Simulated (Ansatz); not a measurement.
Ge₃H₁₂Si₃ (`[SiH2]1[SiH2][GeH2][GeH2][SiH2][GeH2]1`), relaxed with RKS PBE0-D4/def2-TZVP in the Gaussian-basis code of Ansatz from a GFN2-xTB geometry. The force threshold is 0.005 eV/Å; the program also tests the step.

Total charge 0; spin multiplicity 1.

Start:

```xyz
18

Si   -0.016    2.049   -0.787
Si    1.999    0.975   -0.309
Ge    1.689   -1.288   -0.900
Ge   -0.516   -2.070   -0.306
Si   -1.498   -0.910    1.490
Ge   -1.561    1.362    0.864
H     0.058    3.509   -0.911
H    -0.519    1.571   -2.087
H     2.237    1.010    1.145
H     3.208    1.536   -0.917
H     1.909   -1.516   -2.384
H     2.735   -2.234   -0.336
H    -1.382   -1.894   -1.543
H    -0.566   -3.580   -0.172
H    -0.622   -1.058    2.660
H    -2.803   -1.454    1.868
H    -1.373    2.213    2.107
H    -2.980    1.779    0.518
```

Q: By how much does the energy fall, and how many steps does the optimiser take? (Best estimate.)

A: Computed: 22.66 kJ/mol, in 15 steps.

Q: Which bonds change most? (Estimate.)

A: Ansatz gave: Si5–Ge6 from 2.358 to 2.386 Å; Si2–Ge3 from 2.360 to 2.386 Å; Ge4–Si5 from 2.352 to 2.378 Å; Si5–H16 from 1.464 to 1.489 Å.

Q: Give the relaxed structure. (An estimate is asked.)

A: The calculation gave: 
```xyz
18

Si   -0.015    2.053   -0.742
Si    1.970    0.915   -0.275
Ge    1.674   -1.366   -0.907
Ge   -0.596   -2.093   -0.409
Si   -1.359   -0.884    1.491
Ge   -1.659    1.397    0.861
H     0.158    3.532   -0.727
H    -0.485    1.652   -2.098
H     2.228    0.978    1.192
H     3.142    1.503   -0.980
H     1.943   -1.523   -2.416
H     2.672   -2.263   -0.150
H    -1.498   -1.764   -1.614
H    -0.633   -3.617   -0.191
H    -0.307   -0.957    2.544
H    -2.619   -1.446    2.050
H    -1.549    2.299    2.105
H    -3.068    1.585    0.265
```
